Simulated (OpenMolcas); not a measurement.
An OpenMolcas run meant for Ga II (ANO-RCC-VQZP, X2C; inactive shells 1s 2s 2p 3s 3p 3d; intended active space 2 electrons in 4 orbitals (4s 4p)). One step of its input:

```
&CASPT2
Multistate=1 1
Frozen=3 6
IPEA=0.25
Imaginary=0.1
MaxIter=60
WThr=0.0 0.3 0.05
PrWF=0.5
NoMix
Shift=0.2
Sig2=0.3
```

Lines from the output:

```
|
   ------------------------------------------------------------------------------------------
++ ---------   Input file   ---------
>>> COPY JOB002 $Project.JobIph
&CASPT2
Multistate=1 1
Frozen=3 6
IPEA=0.25
Imaginary=0.1
MaxIter=60
WThr=0.0 0.3 0.05
PrWF=0.5
NoMix
Shift=0.2
Sig2=0.3
-- ----------------------------------
>>> COPY JOB002 a.JobIph
*** symbolic link created: INPORB -> a.RasOrb
--- Start Module: caspt2 at  ---
()()()()()()()()()()()()()()()()()()()()()()()()()()()()()()()()()()()()()()()()()()()()()()()()()()
                                              &CASPT2
                                   only a single process is used
                       available to each process: 2.3 GB of memory, 1 thread
()()()()()()()()()()()()()()()()()()()()()()()()()()()()()()()()()()()()()()()()()()()()()()()()()()
 ###    ERROR: More than one intruder-state removal technique                ###
 ###    active: SHIFt/IMAGinary/SIG1/SIG2 are mutually exclusive!            ###
--- Stop Module: caspt2 at  /rc=_RC_INPUT_ERROR_ ---
.####################.
.# User input error #.
.####################.
```

Task: What is wrong with the input?

Result: More than one intruder-state remedy is switched on.
